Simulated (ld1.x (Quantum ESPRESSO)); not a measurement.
# A failed generation for Ba

Input:

```
&input
   title='Ba', zed=56., rel=1, dft='PBE', iswitch=3,
   config='[Xe] 5d0 6s1.5 6p0',
   nld=3, rlderiv=3.00, eminld=-5.0, emaxld=5.0, deld=0.02
 /
 &inputp
   pseudotype=2, tm=.false., rho0=0.02, lloc=0,
   nlcc=.false.,
   file_pseudopw='Ba.UPF', file_wfcaegen='ae.wfc', file_wfcncgen='nc.wfc', file_beta='beta', file_chi='chi'
 /
3
5P  2  1   6.00   0.00  2.75  2.75  0.0
5D  3  2   0.00   0.00  2.60  2.60  0.0
5S  1  0   2.00   0.00  1.02  1.02  0.0
 &test
   configts(1)='5s2 5p6 5d0 6s1.5 6p0'
 /
```

```bash
ld1.x < Ba.in > Ba.out
```

End of the output:

```
     Computing logarithmic derivative in   2.98446
     Message from routine compute phi:
     negative determinant

      ld=  -0.190277 f2ae  0.070175 faenor  0.616976

       Warning: n=2, l=0 expected 1 nodes, found 2
       Setting wfc to zero for this iteration
       (This warning will only be printed once per wavefunction)

       Warning: n=1, l=0 expected 0 nodes, found 1
       Setting wfc to zero for this iteration
       (This warning will only be printed once per wavefunction)

       Warning: n=2, l=1 expected 0 nodes, found 1
       Setting wfc to zero for this iteration
       (This warning will only be printed once per wavefunction)

 %%%%%%%%%%%%%%%%%%%%%%%%%%%%%%%%%%%%%%%%%%%%%%%%%%%%%%%%%%%%%%%%%%%%%%%%%%%%%%
     Error in routine run_pseudo (1):
     Errors in PS-KS equation
 %%%%%%%%%%%%%%%%%%%%%%%%%%%%%%%%%%%%%%%%%%%%%%%%%%%%%%%%%%%%%%%%%%%%%%%%%%%%%%

     stopping ...
```

Problem. Why did it fail, and what change makes it run?

Solution. The run stopped because the pseudo-atom solver did not find the valence states with the expected number of nodes, which is the usual sign of a ghost state. A run that differs only in the following succeeds: wave 5s (bound): rc 1.02 bohr becomes 5s (bound): rc 1.55 bohr. Other answers can fit too; this one was computed.
